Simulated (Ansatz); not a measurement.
CH5BF2Si can be A, `FB(F)C[SiH3]`, or B, `BC(F)[SiH2]F`.

Computed with Ansatz on PBE0-D4/def2-TZVP structures; ΔE is electronic, products minus reactants. CBS: MP2 limit from def2 TZ/QZ plus the TZ coupled-cluster correction, frozen cores. DFT in def2-TZVPP. B3LYP here is the variant with VWN-RPA as its local correlation; programs differ in this. Each species was taken in one conformer, which may not be the lowest.

Which isomer does CCSD(T)/CBS put lower? Give the gap. (Best estimate.)

The calculation gave: A, by 69.7 kcal/mol.

Give E(B) − E(A) in kcal/mol with PBE0-D4, PBE-D4, ωB97M-V, CCSD(T)/def2-TZVPP, B3LYP-D4, HF/def2-TZVPP, CCSD/def2-TZVPP. (Estimate.)

Computed: PBE0-D4 70.1, PBE-D4 68.2, ωB97M-V 69.2, CCSD(T)/def2-TZVPP 71.1, B3LYP-D4 68.0, HF/def2-TZVPP 70.1, CCSD/def2-TZVPP 71.1. None reverses the order clearly.

Largest T1 diagnostic: 0.013.

From PBE to PBE0 (25 % exact exchange), in def2-TZVPP and without D4, E(B) − E(A) moves by +1.9 kcal/mol. In def2-TZVPP, CCSD(T) changes the Hartree–Fock value by +1.0 kcal/mol (the triples alone add +0.1 kcal/mol) and MP2 by +2.5 kcal/mol.
